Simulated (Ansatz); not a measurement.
Ideal-gas functions of `ClC1(I)CO1` at 500 K and 1 bar, from an Ansatz frequency run at PBE0-D4/def2-TZVP.

Molar mass 204.39 g/mol, point group C1 (symmetry number 1), electronic degeneracy 1, moments of inertia 129.094, 383.331, 478.577 u Å². Harmonic wavenumbers (cm⁻¹, unscaled): 196, 259, 289, 396, 438, 699, 865, 1004, 1055, 1121, 1169, 1360, 1514, 3127, 3232.

Use S(trans) = R[1.5 ln M + 2.5 ln T − 1.1517]; rotational temperatures θ = 24.2544 K / I; S(rot) = R[ln(√π/σ · √(T³/θAθBθC)) + 1.5]; for each mode x = 1.438777 ν̃/T, S = R[x/(eˣ − 1) − ln(1 − e⁻ˣ)] and H = RT x/(eˣ − 1); 1 cm⁻¹ = 0.0119627 kJ/mol; R = 8.31446 J/(mol·K).

Q: By hand: the entropy, in J/(mol·K).

A: Translation 186.0. Rotation: θ = 0.1879, 0.0633, 0.0507 K, giving 125.6. Vibration, mode by mode: 13.19, 10.95, 10.08, 7.66, 6.92, 3.78, 2.59, 1.89, 1.68, 1.45, 1.30, 0.83, 0.58, 0.01, 0.01, in all 62.9. Electronic 0.0. Sum 374.5 J/(mol·K).

Q: By hand: H − E and G − E in kJ/mol, counted from the electronic energy.

A: Zero-point energy ½ × 16724 × 0.0119627 = 100.0; thermal vibration 18.1; translation, rotation and pV give 4 RT = 16.6. H − E = 134.7 kJ/mol, and G − E = 134.7 − 500 × 374.5/1000 = -52.6 kJ/mol.

Vibration gives 17 % of the entropy. The sum counts one conformer and one mirror image; others add a mixing term.
